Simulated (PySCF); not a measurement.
# F3HTi: core ionisation energies

TiHF3 (singlet state).
Structure used (PBE0-D3(BJ)/def2-SVP), in Å, numbered top down from 1:
```
atom  x, y, z in Å
Ti1    0.0045    0.0005   -0.0490
H2    -0.1401   -0.0094    1.6131
F3     1.6970    0.0177   -0.3796
F4    -0.7954    1.4315   -0.5841
F5    -0.7660   -1.4403   -0.6004
```

The calculation used PySCF, delta-SCF UKS SCAN, pcX-2 on the ionised atom (unc-x2c-TZVPall on a metal), pcseg-1 elsewhere, spin-free X2C. These are vertical core ionisation energies against the vacuum level, from separate self-consistent calculations with and without the core hole.

Q: What binding energy does each computed site have?

A: 
| atom(s) | environment | level | binding energy (eV) | 2p1/2 (eV) | count |
| --- | --- | --- | --- | --- | --- |
| Ti1 | titanium bonded to 3 F and H | Ti 2p3/2 | 465.84 | 471.56 | 1 |
| F3/F4/F5 | fluorine bonded to Ti | F 1s | 692.77 | – | 3 |

Q: What is the longest wavelength that can ionise F 1s of F3/F4/F5 vertically?

A: λ = hc/E = 12398.42 eV Å / 692.77 eV = 17.897 Å.

Q: Give the binding energy of F 1s of F3/F4/F5 in hartree and in kJ/mol.

A: 692.77 eV = 25.4588 Eh = 66842 kJ/mol.

The first atom of each set that the bonding makes equivalent was ionised and stands for the set. Spin–orbit and ligand-field terms were added within each 2p shell after the spin-free SCF. 2p1/2 minus 2p3/2 (ligand field included): Ti 5.72 eV. Satellites of the metal's 2p lines aren't described. Geometry: PBE0-D3(BJ)/def2-SVP; no solvent, vibrations or thermal averaging. Metal 2p energies of this one-determinant scheme are less reliable than its 1s energies.
